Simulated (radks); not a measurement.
Spherical quantum dot in the effective-mass picture: electrons in a hard-walled sphere of radius 5.3, with a point charge +2 (a donor) at the centre, all in effective atomic units (hartree* = m*/eps^2 hartree, bohr* = eps/m* bohr), one dielectric constant everywhere. Method: non-relativistic Kohn-Sham, r2SCAN, spin-polarised, spherical densities, generalised Kohn-Sham scheme; computed with a radial shooting solver with Libxc functionals. Levels are named by radial order and angular momentum (1s, 1p, 1d, 2s, ...), and open shells are averaged over m.

N = 22, configuration 1s2 1p6 1d10 2s2 1f(up 2, down 0). This is the lowest configuration that the search found. Occupied and some empty levels:

level,occupation,eigenvalue (hartree*),<r> (bohr*)
1s up,1,4.7186,2.016
1s down,1,4.7241,1.853
2s up,1,4.8767,2.712
1p up,3,4.8870,3.794
2s down,1,4.8921,2.857
1p down,3,4.9085,3.778
1d up,5,5.0477,3.892
1d down,5,5.0718,3.883
1f up,2,5.2711,3.976
1f down,0,5.2979,3.970
1g up,0,5.5530,4.049
1g down,0,5.5820,4.046
2p up,0,5.7965,2.610
2p down,0,5.8077,2.617
2d up,0,6.2084,3.002
2d down,0,6.2226,3.008

Energy (hartree*): total 51.4376, kinetic 15.653, external -17.580, Hartree 60.816, exchange-correlation -7.4517.

Electron density:

r (bohr*),n(r) (e/bohr*^3)
0.282,1.236
0.677,0.2940
1.07,0.07984
1.47,0.02618
1.86,0.01461
2.26,0.01716
2.66,0.02685
3.05,0.04104
3.45,0.05576
3.84,0.06303
4.24,0.05430
4.63,0.02955
5.03,0.005490
